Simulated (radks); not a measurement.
The gallium ion Ga+ inside a hard spherical wall (all orbitals vanish at R), configuration held at [Ar] 3d10 4s2 and not refilled when levels cross. Calculated with a radial shooting solver on a logarithmic mesh with Libxc functionals: non-relativistic Kohn-Sham, PBE, spin-polarised, spherical densities, point nucleus. Eigenvalues in eV for spin up, with the zero of energy where the potential of the charges vanishes at infinity; a dash marks a level that is unbound or too diffuse for the functional's potential to be trusted. A positive occupied level is held by the wall or, in an anion where self-interaction has pushed it up, behind a barrier. The pressure on the wall is -dE/dV.

| R (bohr) | E (hartree) | kinetic (hartree) | e(3s) | e(3p) | e(3d) | e(4s) | e(4p, empty) | e(5s, empty) | pressure (GPa) |
|---|---|---|---|---|---|---|---|---|---|
| free | -1924.35344 | 1923.074 | -151.57 | -106.00 | -28.025 | -16.039 | -9.091 | - | 0 |
| 20 | -1924.35344 | 1923.074 | -151.57 | -106.00 | -28.025 | -16.039 | -9.091 | - | < 0.0001 |
| 10 | -1924.35344 | 1923.074 | -151.57 | -106.00 | -28.025 | -16.039 | -9.089 | -3.547 | < 0.0001 |
| 8 | -1924.35334 | 1923.075 | -151.56 | -105.99 | -28.018 | -16.033 | -9.061 | -2.595 | 0.00665 |
| 6 | -1924.34964 | 1923.110 | -151.40 | -105.83 | -27.863 | -15.883 | -8.683 | 1.533 | 0.437 |
| 2.5 | -1922.70004 | 1929.619 | -138.57 | -93.128 | -15.237 | 8.999 | 23.696 | 122.18 | 1230 |
| 2 | -1919.52299 | 1940.671 | -125.05 | -79.657 | -0.787 | 45.734 | 65.083 | 241.58 | 6580 |
